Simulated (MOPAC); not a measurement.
A run for MOPAC: PM6 on GaH5N2 (SMILES [NH2][GaH][NH2]), a point of a torsion scan.

```
PM6 1SCF PRECISE CHARGE=0 THREADS=1
GaH5N2

N      1.57495313 1    -0.36337341 1     0.26084209 1
Ga     0.17730296 1     0.62307172 1     0.84136159 1
N      0.31446239 1     2.42139605 1     0.94464467 1
H      1.58890339 1    -1.37050040 1     0.17068872 1
H      2.46580141 1     0.01330818 1    -0.03754498 1
H     -1.12231023 1    -0.06631817 1     1.25366181 1
H      1.13459964 1     2.95597351 1     0.68705198 1
H     -0.41620552 1     3.05208219 1     1.24652632 1
```

Program output:

```
*******************************************************************************
 **                                                                           **
 **                              MOPAC v23.2.5                                **
 **                                                                           **
 *******************************************************************************
 ** MOPAC's Digital Object Identifier: https://doi.org/10.5281/zenodo.6511958 **
 **                                                                           **
 ** Please cite the open-source release paper for use of this MOPAC version:  **
 ** J. E. Moussa and J. J. P. Stewart (2026)                                  **
 ** MOPAC: An open-source semiempirical molecular orbital program             **
 ** J. Open Source Softw., 11(119), 8025, https://doi.org/10.21105/joss.08025 **
 *******************************************************************************

                              PM6 CALCULATION RESULTS

 *******************************************************************************
 *  PM6        - The PM6 Hamiltonian to be used
 *
 *
 *
 *                 CHARGE ON SYSTEM = 0
 *
 *
 *
 *  PRECISE    - TIGHTER CRITERIA TO BE USED
 *  1SCF       - DO 1 SCF AND THEN STOP
 *  THREADS=1  - MULTI-THREADING NOT USED
 *  T=         - A TIME OF 172800.0 SECONDS REQUESTED
 *  DUMP=N     - RESTART FILE WRITTEN EVERY 7200.0 SECONDS REQUESTED
 *******************************************************************************
PM6 1SCF PRECISE CHARGE=0 THREADS=1
 GaH5N2

   ATOM   CHEMICAL          X               Y               Z
  NUMBER   SYMBOL      (ANGSTROMS)     (ANGSTROMS)     (ANGSTROMS)

     1       N          1.57495313  *  -0.36337341  *   0.26084209  *
     2      Ga          0.17730296  *   0.62307172  *   0.84136159  *
     3       N          0.31446239  *   2.42139605  *   0.94464467  *
     4       H          1.58890339  *  -1.37050040  *   0.17068872  *
     5       H          2.46580141  *   0.01330818  *  -0.03754498  *
     6       H         -1.12231023  *  -0.06631817  *   1.25366181  *
     7       H          1.13459964  *   2.95597351  *   0.68705198  *
     8       H         -0.41620552  *   3.05208219  *   1.24652632  *



          CARTESIAN COORDINATES

    NO.       ATOM           X           Y           Z

     1         N          1.5750     -0.3634      0.2608
     2        Ga          0.1773      0.6231      0.8414
     3         N          0.3145      2.4214      0.9446
     4         H          1.5889     -1.3705      0.1707
     5         H          2.4658      0.0133     -0.0375
     6         H         -1.1223     -0.0663      1.2537
     7         H          1.1346      2.9560      0.6871
     8         H         -0.4162      3.0521      1.2465

 General Reference for PM6:
 "Optimization of Parameters for Semiempirical Methods V: Modification of NDDO Approximations
 and Application to 70 Elements", J. J. P. Stewart, J. Mol. Mod., 13, 1173-1213 (2007)
 URL: https://link.springer.com/article/10.1007/s00894-007-0233-4

           Empirical Formula: H5 N2 Ga  =     8 atoms



      MOLECULAR POINT GROUP   :   C2v


      RHF CALCULATION, NO. OF DOUBLY OCCUPIED LEVELS = 9


 -------------------------------------------------------------------------------
 PM6 1SCF PRECISE CHARGE=0 THREADS=1
 GaH5N2



     1SCF WAS SPECIFIED, SO BFGS WAS NOT USED
     SCF FIELD WAS ACHIEVED


                              PM6 CALCULATION
                                                       MOPAC v23.2.5 Linux




          FINAL HEAT OF FORMATION =         20.84853 KCAL/MOL =      87.23025 KJ/MOL


          COSMO AREA              =         98.07 SQUARE ANGSTROMS
          COSMO VOLUME            =         78.77 CUBIC ANGSTROMS

          IONIZATION POTENTIAL    =          8.876576 EV
          HOMO LUMO ENERGIES (EV) =         -8.877  1.107
          NO. OF FILLED LEVELS    =          9
          MOLECULAR WEIGHT        =        102.7879         POINT GROUP:  C2v

          MOLECULAR DIMENSIONS (Angstroms)

            Atom       Atom       Distance
            H     8    H     4     4.97364
            H     7    H     6     3.43655
            N     3    H     5     0.01512


          SCF CALCULATIONS        =          1





   ATOM   CHEMICAL          X               Y               Z
  NUMBER   SYMBOL      (ANGSTROMS)     (ANGSTROMS)     (ANGSTROMS)

     1       N          1.57495313  *  -0.36337341  *   0.26084209  *
     2      Ga          0.17730296  *   0.62307172  *   0.84136159  *
     3       N          0.31446239  *   2.42139605  *   0.94464467  *
     4       H          1.58890339  *  -1.37050040  *   0.17068872  *
     5       H          2.46580141  *   0.01330818  *  -0.03754498  *
     6       H         -1.12231023  *  -0.06631817  *   1.25366181  *
     7       H          1.13459964  *   2.95597351  *   0.68705198  *
     8       H         -0.41620552  *   3.05208219  *   1.24652632  *

                             CARTESIAN COORDINATES

   1    N        1.574953130    -0.363373410     0.260842090
   2   Ga        0.177302960     0.623071720     0.841361590
   3    N        0.314462390     2.421396050     0.944644670
   4    H        1.588903390    -1.370500400     0.170688720
   5    H        2.465801410     0.013308180    -0.037544980
   6    H       -1.122310230    -0.066318170     1.253661810
   7    H        1.134599640     2.955973510     0.687051980
   8    H       -0.416205520     3.052082190     1.246526320


           Empirical Formula: H5 N2 Ga  =     8 atoms



      MOLECULAR POINT GROUP   :   C2v


                  EIGENVALUES
 -29.70799 -29.64761 -18.41229 -16.65444 -16.10025 -13.87601 -12.27262 -10.44784
  -8.87658   1.10718   1.34636   2.87646   4.55449   6.28991   6.35664   7.24240
   7.34445


              NET ATOMIC CHARGES AND DIPOLE CONTRIBUTIONS

  ATOM NO.   TYPE          CHARGE      No. of ELECS.   s-Pop       p-Pop
    1          N          -0.583841        5.5838     1.46508     4.11876
    2         Ga           0.071977        2.9280     1.16874     1.75929
    3          N          -0.583842        5.5838     1.46517     4.11867
    4          H           0.245313        0.7547     0.75469
    5          H           0.229774        0.7702     0.77023
    6          H           0.145543        0.8545     0.85446
    7          H           0.229785        0.7702     0.77022
    8          H           0.245292        0.7547     0.75471
 DIPOLE           X         Y         Z       TOTAL
 POINT-CHG.    -0.666    -0.344     0.173     0.770
 HYBRID         1.139     0.612    -0.392     1.351
 SUM            0.473     0.268    -0.219     0.586


          ATOMIC ORBITAL ELECTRON POPULATIONS

     Atom    s        px        py        pz
    1  N   1.46508   1.23833   1.16670   1.71373
    2 Ga   1.16874   0.70292   0.60392   0.45244
    3  N   1.46517   1.23986   1.16134   1.71748
    4  H   0.75469
    5  H   0.77023
    6  H   0.85446
    7  H   0.77022
    8  H   0.75471

 **********************
 *                    *
 * JOB ENDED NORMALLY *
 *                    *
 **********************




 == MOPAC DONE ==
```

The run finished.

Cost: about 0.020 core-seconds (a rough figure).
